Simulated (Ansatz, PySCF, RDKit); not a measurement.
Pair of molecules: digermane (SMILES [GeH3][GeH3]) (first 8 atoms) with CH4 (SMILES C); geometry from B3LYP-D3(BJ)/def2-TZVP.
(charge 0, multiplicity 1):
```xyz
13

Ge    -0.188    -1.409     0.653
Ge    -0.370     0.989     0.260
H      0.169    -2.132    -0.657
H     -1.525    -1.970     1.170
H      0.904    -1.713     1.691
H      1.029     1.617     0.121
H     -1.103     1.682     1.420
H     -1.153     1.255    -1.039
C      0.447     0.335     4.176
H     -0.569     0.239     3.798
H      0.860    -0.654     4.367
H      1.062     0.847     3.437
H      0.436     0.912     5.100
```

Interaction energies are E(AB) − E(A) − E(B) at the monomers' geometry in the complex; basis-set methods are counterpoise corrected. RDKit's UFF carries no charges.

Correlated levels freeze the cores. Filled d and f shells under p-block atoms count as core.

Programs: Ansatz (Gaussian basis) for Hartree–Fock, density functionals and correlated methods; PySCF for the dispersion terms; RDKit for the force fields. Values without a source in brackets are computed.

```
level                     interaction energy (kcal/mol)
------------------------  -----------------------------
UFF                                               -1.62
PBE/def2-TZVPPD                                    0.02
r2SCAN/def2-TZVPPD                                -0.46
r2SCAN-D4/def2-TZVPPD                             -0.94
B3LYP/def2-TZVPPD                                  0.89
BHLYP/def2-TZVPPD                                  0.45
CAM-B3LYP/def2-TZVPPD                              0.25
CAM-B3LYP-D4/def2-TZVPPD                          -1.07
CCSD/aug-cc-pVDZ                             (withheld)
```

Q: Complete the blanks.

A: 
- CCSD/aug-cc-pVDZ, interaction energy (kcal/mol): -0.56

Ansatz is an electronic-structure program.
